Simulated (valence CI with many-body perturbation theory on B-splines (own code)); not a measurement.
## Which ion has this spectrum?

A relativistic CI+MBPT calculation for an atom or ion with 6 electrons gives these levels (eV):

```
J  Parity       E     g
0    even   0.000      
1    even   0.006  1.50
2    even   0.016  1.50
2    even   1.907  1.00
0    even   4.068      
2     odd   5.788  2.00
3     odd  11.438  1.33
2     odd  11.440  1.17
1     odd  11.440  0.50
2     odd  13.549  1.50
1     odd  13.549  1.50
0     odd  13.549      
2     odd  17.890  1.00
0     odd  18.455
```

The energies are calculated, with errors of about 56 cm⁻¹, more in some levels.

**Question.** Which is it?
A. F3+
B. O2+
C. N+
D. C

**Answer.** C. N+, ground level 2s2 2p2 3P_0.
